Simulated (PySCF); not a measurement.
Coordinates in bohr (charge 1 multiplicity 6):
```
Pd    0.0000    0.0000    0.0000
Se    0.0000    0.0000    4.5863
Se    0.0000    0.0000   -4.5863
```

These are results of UPBE in PySCF with Pd def2-SVP with ECP28, Se def2-SVP; scalar-relativistic core potentials, no spin–orbit coupling; density-fitted integrals, not measurements.

This geometry of [PdSe2]+ is a stationary point at this level.

What is the point group?

D∞h.

Is it a minimum?

Yes: all harmonic wavenumbers are real, though the softest, 33 cm⁻¹, leaves little margin.

List the harmonic modes with their infrared intensities.


```csv
symmetry,ω (cm⁻¹),"IR (km/mol, summed over degenerate members)",type
πu,33,0.0,bend
σu+,167,3.4,stretch
σg+,183,0.0,stretch
```

Give the atomic charges and bond orders.


| atom | Mulliken | Löwdin | polar tensor | spin (Mulliken) | Mayer order to Pd1 |
| --- | --- | --- | --- | --- | --- |
| Pd1 | 0.17 | -0.23 | 0.26 | 1.13 | – |
| Se2,3 | 0.42 | 0.62 | 0.37 | 1.94 | 1.04 |

Give the ideal-gas entropy at 298.15 K and 1 bar by parts.

translation 178.5, rotation 80.3, vibration 66.9, spin 14.9; total 340.7 J/(mol K).

In D∞h the vibrations span πu + σu+ + σg+. The σg+ mode carries no infrared intensity, as symmetry demands. With a centre of inversion only u modes can be infrared active and only g modes Raman active.

Other isomers or separated fragments may lie lower. Other spin states or occupations of the open shell can lie lower. At this level a doublet minimum of Cs symmetry lies 182 kJ/mol below this structure.
